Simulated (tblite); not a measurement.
Compound: C5H9Se (doublet state).
Atom-mapped SMILES: `[CH2:1][C@H:2]([CH:3]=[Se:4])[CH2:5][CH3:6]` (hydrogens: H7, H8 on C1; H9 on C2; H10 on C3; H11, H12 on C5; H13, H14, H15 on C6)
Bond orders are those of one Lewis drawing.

Computed with GFN2-xTB (tblite), gas phase: L-BFGS steps from a force-field or distance-geometry start until the largest atomic force falls under 0.01 eV/Å.

Step 9: E = -499.2007 eV
```
atom  x, y, z in Å  |  force x, y, z in eV/Å
C1     -1.4834    1.3796   -0.3422    0.161  -0.105  -0.127
C2     -0.5815    0.2489   -0.6311    0.036  -0.161   0.200
C3     -1.2058   -1.0732   -0.2263    0.293   0.080   0.028
Se4    -2.9023   -1.5121   -0.2716    0.055   0.024  -0.039
C5      0.8197    0.5134   -0.0087   -0.203  -0.145  -0.013
C6      1.8224   -0.6503   -0.1528   -0.188   0.140  -0.011
H7     -1.0875    2.2397    0.1604   -0.124   0.081  -0.095
H8     -2.5444    1.2300   -0.4114    0.046   0.141  -0.032
H9     -0.4342    0.1305   -1.7326   -0.115   0.056   0.282
H10    -0.5061   -1.8393    0.0987    0.035   0.081  -0.095
H11     1.2102    1.4244   -0.4796   -0.014  -0.255  -0.019
H12     0.6471    0.7635    1.0451    0.206  -0.182  -0.092
H13     1.5471   -1.2974   -0.9874    0.042   0.108   0.045
H14     2.8341   -0.2899   -0.3375   -0.135   0.091   0.037
H15     1.8602   -1.2597    0.7497   -0.096   0.045  -0.071
```

Step 10: E = -499.2196 eV
```
atom  x, y, z in Å  |  force x, y, z in eV/Å
C1     -1.4823    1.3859   -0.3416    0.072  -0.090  -0.033
C2     -0.5930    0.2430   -0.6144    0.198  -0.034   0.162
C3     -1.2046   -1.0873   -0.2147    0.260   0.260  -0.066
Se4    -2.9008   -1.5288   -0.2769    0.087   0.008  -0.010
C5      0.8185    0.5058   -0.0062   -0.185  -0.079  -0.014
C6      1.8268   -0.6524   -0.1541   -0.225   0.150   0.017
H7     -1.1006    2.2627    0.1442   -0.021   0.014  -0.112
H8     -2.5438    1.2566   -0.4270   -0.004   0.065  -0.053
H9     -0.4609    0.1446   -1.7212   -0.082  -0.048   0.320
H10    -0.4889   -1.8426    0.0935    0.002   0.009  -0.071
H11     1.2146    1.4134   -0.4816   -0.092  -0.257   0.004
H12     0.6575    0.7554    1.0501    0.190  -0.162  -0.125
H13     1.5551   -1.2947   -0.9907    0.038   0.064  -0.020
H14     2.8392   -0.2887   -0.3321   -0.169   0.088   0.042
H15     1.8588   -1.2648    0.7452   -0.070   0.013  -0.042
```

Step 11: E = -499.2350 eV
```
atom  x, y, z in Å  |  force x, y, z in eV/Å
C1     -1.4797    1.3891   -0.3427   -0.038  -0.027   0.061
C2     -0.5990    0.2374   -0.5985    0.221   0.112   0.111
C3     -1.1997   -1.0948   -0.2063    0.144   0.291  -0.099
Se4    -2.8962   -1.5397   -0.2814    0.113  -0.003   0.010
C5      0.8145    0.4979   -0.0046   -0.085  -0.003   0.006
C6      1.8259   -0.6515   -0.1550   -0.169   0.063   0.023
H7     -1.1118    2.2796    0.1295    0.078  -0.032  -0.116
H8     -2.5418    1.2781   -0.4393   -0.034  -0.013  -0.078
H9     -0.4821    0.1546   -1.7061   -0.033  -0.128   0.251
H10    -0.4755   -1.8441    0.0879    0.005  -0.059  -0.045
H11     1.2163    1.3994   -0.4836   -0.134  -0.175  -0.009
H12     0.6695    0.7453    1.0523    0.137  -0.109  -0.067
H13     1.5616   -1.2906   -0.9931    0.018   0.012  -0.095
H14     2.8384   -0.2851   -0.3271   -0.171   0.097   0.047
H15     1.8553   -1.2674    0.7405   -0.052  -0.025  -0.001
```

Step 12: E = -499.2461 eV
```
atom  x, y, z in Å  |  force x, y, z in eV/Å
C1     -1.4781    1.3900   -0.3425   -0.112   0.043   0.115
C2     -0.5996    0.2356   -0.5857    0.113   0.191   0.068
C3     -1.1932   -1.0947   -0.2025    0.026   0.177  -0.063
Se4    -2.8894   -1.5457   -0.2841    0.113  -0.001   0.017
C5      0.8102    0.4921   -0.0035    0.031   0.049   0.039
C6      1.8215   -0.6498   -0.1552   -0.070  -0.060   0.004
H7     -1.1178    2.2893    0.1177    0.139  -0.032  -0.104
H8     -2.5405    1.2914   -0.4485   -0.037  -0.069  -0.093
H9     -0.4958    0.1583   -1.6910    0.016  -0.159   0.120
H10    -0.4678   -1.8449    0.0826    0.021  -0.082  -0.035
H11     1.2147    1.3864   -0.4853   -0.120  -0.043  -0.046
H12     0.6806    0.7362    1.0521    0.079  -0.044   0.042
H13     1.5662   -1.2868   -0.9956   -0.006  -0.024  -0.142
H14     2.8331   -0.2805   -0.3228   -0.142   0.110   0.050
H15     1.8514   -1.2689    0.7368   -0.050  -0.056   0.030
```

Task: Estimate the geometry and energy of step 13. (The exact step hangs on the optimiser's Hessian estimate; all steps are aligned on step 12, rigid shifts and turns removed.)

Result: E = -499.2535 eV, largest force 0.192 eV/Å
```
atom  x, y, z in Å  |  force x, y, z in eV/Å
C1     -1.4791    1.3906   -0.3392   -0.126   0.079   0.122
C2     -0.5984    0.2383   -0.5761   -0.022   0.165   0.035
C3     -1.1877   -1.0910   -0.2015   -0.031   0.027   0.002
Se4    -2.8822   -1.5502   -0.2853    0.089   0.009   0.013
C5      0.8081    0.4891   -0.0022    0.092   0.060   0.061
C6      1.8173   -0.6499   -0.1554    0.000  -0.129  -0.020
H7     -1.1183    2.2952    0.1080    0.149  -0.005  -0.084
H8     -2.5411    1.2984   -0.4567   -0.022  -0.091  -0.089
H9     -0.5045    0.1575   -1.6791    0.053  -0.146   0.014
H10    -0.4641   -1.8460    0.0782    0.029  -0.052  -0.044
H11     1.2113    1.3782   -0.4868   -0.073   0.067  -0.076
H12     0.6888    0.7302    1.0524    0.047   0.007   0.129
H13     1.5696   -1.2847   -0.9995   -0.024  -0.032  -0.143
H14     2.8271   -0.2765   -0.3190   -0.104   0.112   0.048
H15     1.8488   -1.2713    0.7346   -0.058  -0.070   0.032
```

The energy changes by -0.0074 eV. The first-order estimate −F·Δx gives -0.0102 eV and the mean of the old and new forces, exact on a quadratic surface, -0.0074 eV. The step makes an angle of 57° with the force vector and moves no atom by more than 0.015 Å.

What follows is the cost of the whole relaxation. The run took 0.51 s of wall time on an Arm Neoverse V1 with one thread, shared host.
